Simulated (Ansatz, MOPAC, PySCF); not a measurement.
Donor–acceptor adduct: BH3 (SMILES B) (first 4 atoms) with H2O (SMILES O); geometry from B3LYP-D3(BJ)/def2-TZVP, rigid monomers moved along the line of their centres of mass till B1···O5 is 2.42 Å.
(charge 0, multiplicity 1):
```xyz
7

B      0.211     0.249     0.790
H      0.617    -0.767     0.287
H     -0.853     0.637     0.394
H      1.037     1.091     1.006
O     -0.344    -0.466     3.035
H     -0.999    -1.175     2.991
H      0.445    -0.828     3.458
```

Counterpoise-corrected where a basis set is named; no monomer relaxation. Rows marked so take none.

Correlated levels freeze the cores. CBS(a, b) extrapolates the correlation energy as X⁻³ and adds the Hartree–Fock energy of set b. Rows in 3-21G, 6-31G*, STO-3G carry no dispersion term and start afresh at each structure (6-31G* with six Cartesian d functions). MP2/6-31G* freezes PySCF's default core. The state reached by PM7 isn't checked; PM7 holds dispersion and hydrogen-bond terms.

Run with Ansatz (a quantum-chemistry and plane-wave program) with Gaussian orbitals; MOPAC for PM7 (differences of heats of formation); PySCF for 3-21G rows, 6-31G* rows, STO-3G rows, the dispersion terms. 

Other levels give for the interaction energy: PBE/def2-TZVPPD -509.6; B3LYP/def2-TZVPPD -432.4; B3LYP-D3(BJ)/def2-TZVPPD -478.7; wB97M-V/def2-TZVPPD -490.1; CCSD(T)/CBS(aug-cc-pVDZ, aug-cc-pVTZ) -455.8 meV.

Common cheap choices:

| level | interaction energy (meV) | less -455.8 (CCSD(T)/CBS(aug-cc-pVDZ, aug-cc-pVTZ)) |
|---|---|---|
| PM7 | -259.3 | 196.5 |
| HF/STO-3G (no counterpoise) | -649.5 | -193.7 |
| HF/3-21G (no counterpoise) | -803.4 | -347.6 |
| HF/6-31G* | -408.8 | 47.1 |
| BP86/6-31G* (no counterpoise) | -652.1 | -196.3 |
| B3LYP/6-31G* | -519.7 | -63.9 |
| M06-2X/6-31G* (no counterpoise) | -644.3 | -188.4 |
| MP2/6-31G* (no counterpoise) | -593.9 | -138.1 |
